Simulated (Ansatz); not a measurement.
Consider the ligand exchange at the Si–C bond: `O=C[SiH](O)CO` + H₂S → `OC[SiH](O)S` + `C=O`.

Isolated molecules relaxed with PBE0-D4/def2-TZVP in Ansatz; ΔE leaves out vibrations. CCSD(T)/CBS adds triple-zeta CCSD(T) − MP2 to the extrapolated MP2 energy (def2 sets, frozen cores). This one scheme is used for every species. DFT in def2-TZVPP. B3LYP here is the variant with VWN-RPA as its local correlation; programs differ in this. Each species was taken in one conformer, which may not be the lowest.

(1) Is it downhill or uphill in electronic energy at CCSD(T)/CBS, and by how much? (Estimate.)

(2) What do these levels give: PBE-D4, PBE0-D4, B3LYP-D4, ωB97X-V, ωB97M-V, B2PLYP, r2SCAN, B3LYP, CCSD/def2-TZVPP, HF/def2-QZVPP, MP2/def2-QZVPP, CCSD/CBS(def2)? (Best estimate.)

Largest T1 diagnostic among the species: 0.015.

Answers

(1) Computed: Downhill: ΔE = -79.2 kJ/mol.

(2) Computed: PBE-D4 -75.9, PBE0-D4 -79.7, B3LYP-D4 -75.8, ωB97X-V -76.6, ωB97M-V -76.7, B2PLYP -77.0, r2SCAN -78.5, B3LYP -73.1, CCSD/def2-TZVPP -76.8, HF/def2-QZVPP -79.6, MP2/def2-QZVPP -85.7, CCSD/CBS(def2) -79.0 kJ/mol.

From PBE to PBE0 (25 % exact exchange), in def2-TZVPP and without D4, ΔE moves by −4.0 kJ/mol.
